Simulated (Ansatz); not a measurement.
Consider the formal exchange of groups at the Si–C bond: `C=C(C)[SiH3]` + `C[O][ZnH]` → `[SiH3]C[O][ZnH]` + `C=CC`.

Computed with Ansatz on PBE0-D4/def2-TZVP structures; ΔE is electronic, products minus reactants. CBS: MP2 limit from def2 TZ/QZ plus the TZ coupled-cluster correction, frozen cores. Functionals use def2-TZVPP. For Zn outer-core shells are correlated without core-valence functions, which leaves a few kJ/mol of doubt a bond. Scalar relativity is left out up to krypton. Each species was taken in one conformer, which may not be the lowest.

(1) Is it downhill or uphill in electronic energy at CCSD(T)/CBS, and by how much? (Estimate.)

(2) What do these levels give: r2SCAN-D4, ωB97X-V, B2PLYP, PBE, r2SCAN, MP2/def2-TZVPP, SCS-MP2/def2-TZVPP, CCSD/def2-TZVPP, CCSD(T)/def2-TZVPP, HF/CBS(def2), MP2/CBS(def2), CCSD/CBS(def2)? (Best estimate.)

Largest T1 diagnostic among the species: 0.017.

Results:

(1) The calculation gave: Uphill: ΔE = +0.11 eV.

(2) Computed: r2SCAN-D4 0.07, ωB97X-V 0.10, B2PLYP 0.12, PBE 0.06, r2SCAN 0.07, MP2/def2-TZVPP 0.16, SCS-MP2/def2-TZVPP 0.16, CCSD/def2-TZVPP 0.13, CCSD(T)/def2-TZVPP 0.12, HF/CBS(def2) 0.17, MP2/CBS(def2) 0.15, CCSD/CBS(def2) 0.11 eV.
